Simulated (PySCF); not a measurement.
A GIAO shielding run with PySCF (density fitting, non-relativistic, gas phase) on `O(C)[C@@H]1[C@H](C)[Si@H]1SC`, C$_{5}$H$_{12}$OSSi:

```
$ OMP_NUM_THREADS=1 python probes_run.py task.json out

{"job": {"kind": "nmr", "xc": "PBE0", "basis": "pcSseg-1"}, "charge": 0, "multiplicity": 1}
C     -2.529925    -1.475982    -1.170213
O     -2.140158    -0.282007    -0.547126
C     -1.046736    -0.447985     0.301472
C     -0.273852     0.836188     0.632512
C     -0.838962     2.131747     0.106617
Si     0.682041    -0.370314    -0.466105
S      2.247117    -1.536623     0.393525
C      3.597832    -0.311768     0.369314
H     -1.707122    -1.887163    -1.770818
H     -2.831489    -2.229815    -0.432790
H     -3.375142    -1.236154    -1.812603
H     -1.261164    -1.115539     1.138026
H      0.002273     0.900228     1.682205
H     -1.709956     2.424209     0.691427
H     -1.154012     2.011099    -0.925439
H     -0.099848     2.928920     0.161988
H      0.844438    -0.059172    -1.872399
H      3.325908     0.543995     0.977925
H      3.792672    -0.008828    -0.653906
H      4.470937    -0.804356     0.783655
```

Hardware: 1 thread of an AMD EPYC 9R45 96-Core, shared host. The job also computes population analyses, field gradients, ring-centre shieldings.

**Question.** How large is the calculation?

**Answer.** 80 electrons, 210 basis functions and 1134 auxiliary functions.

**Question.** How long does it take, and how much memory does it need?

**Answer.** 25 s of wall time, with 14 SCF cycles and 5 response iterations; peak memory 1 GiB. Times on a shared host scatter by some tens of per cent.
